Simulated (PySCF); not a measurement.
This PySCF input asks for the NMR shieldings of SMILES CN(C)Cc1ccccc1, C9H13N; the geometry comes from GFN2-xTB.

```python
import basis_set_exchange as bse
import numpy as np
from pyscf import gto, dft
from pyscf.prop import nmr

atoms = """
C    -1.864694   -0.885255    0.445927
N    -1.645675    0.508623    0.121426
C    -2.870768    1.139955   -0.317332
C    -0.585033    0.663781   -0.863448
C     0.735247    0.189900   -0.320391
C     1.521007   -0.714058   -1.020547
C     2.731898   -1.141757   -0.502540
C     3.165840   -0.674239    0.725186
C     2.385700    0.227068    1.431629
C     1.180632    0.659219    0.910086
H    -0.932082   -1.322538    0.797995
H    -2.223306   -1.468638   -0.417792
H    -2.603740   -0.952940    1.243006
H    -3.272062    0.697509   -1.244221
H    -3.621768    1.039524    0.465368
H    -2.688462    2.200072   -0.490060
H    -0.507932    1.731415   -1.097381
H    -0.819038    0.127707   -1.801930
H     1.184203   -1.089246   -1.977130
H     3.335097   -1.845691   -1.057466
H     4.108013   -1.011993    1.131789
H     2.719827    0.593043    2.391848
H     0.562346    1.355524    1.456055
"""
names = dict.fromkeys(["C", "N", "H"], "pcSseg-1")
basis = {el: gto.basis.parse(bse.get_basis(n, elements=[el], fmt="nwchem")) for el, n in names.items()}
mol = gto.M(atom=atoms, basis=basis, charge=0, verbose=0)
mf = dft.RKS(mol, xc="PBE0")
mf.grids.level = 2
mf.grids.alignment = dft.numint.BLKSIZE   # the property module wants whole blocks of grid points
mf.conv_tol = 1e-9
mf.kernel()

calc = nmr.RKS(mf)   # GIAO
C = mf.mo_coeff
Co = C[:, mf.mo_occ > 0]
resp = mf.gen_response(singlet=True, hermi=2)
def vind(x):   # induced exchange potential for any number of trial vectors
    d = np.einsum("pi,xij,qj->xpq", C, 2 * x.reshape(-1, C.shape[1], Co.shape[1]), Co, optimize=True)
    return np.einsum("xpq,pi,qj->xij", resp(d - d.transpose(0, 2, 1)), C, Co, optimize=True).ravel()
mo1, _ = nmr.rhf.solve_mo1(calc, with_cphf=vind)
sigma = calc.kernel(mo1)
for i, s in enumerate(sigma):   # ppm
    w = np.linalg.eigvalsh((s + s.T) / 2)
    print("%2d %-2s iso %8.1f  s11 %8.1f  s22 %8.1f  s33 %8.1f" % (i, mol.atom_pure_symbol(i), w.mean(), *w))
```

Task: What are the results?

Result: 
```
 0 C  iso    142.3  s11    114.3  s22    130.9  s33    181.7
 1 N  iso    215.4  s11    184.5  s22    210.8  s33    250.9
 2 C  iso    138.0  s11    111.1  s22    117.1  s33    185.7
 3 C  iso    119.0  s11     93.3  s22    115.0  s33    148.6
 4 C  iso     39.9  s11    -60.7  s22      7.2  s33    173.2
 5 C  iso     52.4  s11    -55.4  s22     48.8  s33    163.9
 6 C  iso     53.6  s11    -57.0  s22     40.9  s33    176.8
 7 C  iso     54.2  s11    -54.9  s22     39.6  s33    177.7
 8 C  iso     52.6  s11    -59.1  s22     39.4  s33    177.5
 9 C  iso     51.4  s11    -57.0  s22     34.3  s33    177.0
10 H  iso     29.5  s11     24.0  s22     32.3  s33     32.3
11 H  iso     30.5  s11     26.5  s22     28.4  s33     36.4
12 H  iso     29.6  s11     25.5  s22     26.8  s33     36.5
13 H  iso     29.7  s11     26.1  s22     27.2  s33     35.9
14 H  iso     29.1  s11     24.8  s22     26.2  s33     36.2
15 H  iso     29.0  s11     24.6  s22     26.6  s33     35.7
16 H  iso     27.7  s11     24.5  s22     27.4  s33     31.1
17 H  iso     29.0  s11     24.4  s22     29.3  s33     33.4
18 H  iso     24.3  s11     20.6  s22     23.1  s33     29.0
19 H  iso     24.2  s11     20.7  s22     24.7  s33     27.1
20 H  iso     24.2  s11     20.9  s22     25.0  s33     26.7
21 H  iso     24.0  s11     20.6  s22     24.4  s33     27.1
22 H  iso     23.7  s11     19.5  s22     21.7  s33     29.9
```

These numbers come from an equivalent density-fitted implementation of the same equations, which agrees with the script to about 0.01 ppm for H and up to a few tenths of a ppm for heavy atoms, so last digits may differ.

Task: Turn these shieldings into chemical shifts. Referencing at the same level of theory: ¹³C (σ = 186.93 ppm) and ¹H (σ = 31.72 ppm) against TMS; NH3 for ¹⁵N (σ = 267.73 ppm).

Result: Averaging equivalent atoms: C 4: 147.0; C 5/9: 135.0; C 6/8: 133.8; C 7: 132.8; C 3: 68.0; C 0/2: 46.8; N 1: 52.3; H 18/22: 7.76; H 19/21: 7.62; H 20: 7.53; H 16/17: 3.38; H 10/11/12/13/14/15: 2.16 ppm. Experimental scales use liquid or dissolved standards, which lie at an offset from isolated NH3 (liquid NH3: subtract about 20 ppm).

Size and cost of the density-fitted run: 235 basis functions, 38 s wall time on 1 thread of an x86-64 server CPU, shared host.
